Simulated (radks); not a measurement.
Sb IV, configuration [Kr] 4d10 5s2. Calculated with a radial shooting solver on a logarithmic mesh with Libxc functionals: Dirac Kohn-Sham, PBE, spin-unpolarised, spherical densities, point nucleus.

Spin-orbit splittings of the eigenvalues, e(l+1/2) - e(l-1/2), with zeta = 2 splitting/(2l+1) and mean radii in bohr:

shell  occ.  splitting (eV)  zeta (eV)  <r> j=l-1/2  <r> j=l+1/2
2p        6           251.8      167.9       0.1033       0.1087
3p        6           46.47      30.98       0.3208       0.3321
3d       10           9.657      3.863       0.3033       0.3069
4p        6           8.599      5.733       0.8319       0.8608
4d       10           1.259     0.5035        1.013        1.025
5p        0           1.021     0.6808        2.313        2.384
